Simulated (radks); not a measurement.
Excited configurations of As I: one electron is placed in a higher orbital outside [Ar] 3d10 4s2 4p2. The ground configuration is [Ar] 3d10 4s2 4p3. All-electron calculation, Dirac Kohn-Sham, PBE, spin-unpolarised, spherical densities, point nucleus; open shells are shared between the two j in proportion to 2j + 1. Program: a radial shooting solver on a logarithmic mesh with Libxc functionals. Excitation = E - E(ground); binding = E(ion) - E, where the ion is the core of charge +1; n* = 1/sqrt(2 binding) in atomic units, and the quantum defect is n - n*. Eigenvalue and <r> are those of j = l + 1/2.

| outer orbital | excitation (eV) | binding (eV) | n* | quantum defect | eigenvalue (eV) |
|---|---|---|---|---|---|
| 4f | 8.241 | 0.912 | 3.863 | 0.137 | -0.434 |
| 5s | 5.683 | 3.469 | 1.980 | 3.020 | -1.927 |
| 5p | 6.839 | 2.313 | 2.425 | 2.575 | -1.228 |
| 5d | 7.971 | 1.181 | 3.394 | 1.606 | -0.631 |
| 5f | 8.522 | 0.630 | 4.647 | 0.353 | -0.366 |
| 6s | 7.484 | 1.668 | 2.856 | 3.144 | -1.010 |
| 6p | 7.887 | 1.266 | 3.279 | 2.721 | -0.748 |
| 6f | 8.697 | 0.456 | 5.465 | 0.535 | -0.286 |
| 7s | 8.175 | 0.977 | 3.732 | 3.268 | -0.624 |
| 7p | 8.356 | 0.796 | 4.135 | 2.865 | -0.504 |
| 7d | 8.622 | 0.530 | 5.067 | 1.933 | -0.341 |

The Delta-SCF ionisation energy is 9.152 eV (NIST Atomic Spectra Database: 9.789 eV, measured). Self-interaction in the functional shifts the binding energies and quantum defects, so they are the method's values and not measured ones. Spin polarisation and multiplet splitting are left out, so open shells lie too high by an amount that depends on their filling. Sharing an open shell by 2j + 1 raises it above the true ground level by a part of the spin-orbit splitting, which enters the differences from NIST.

Beside tabulated values, note that spin-unpolarised runs miss the spin-polarisation part of the exchange energy of open shells.
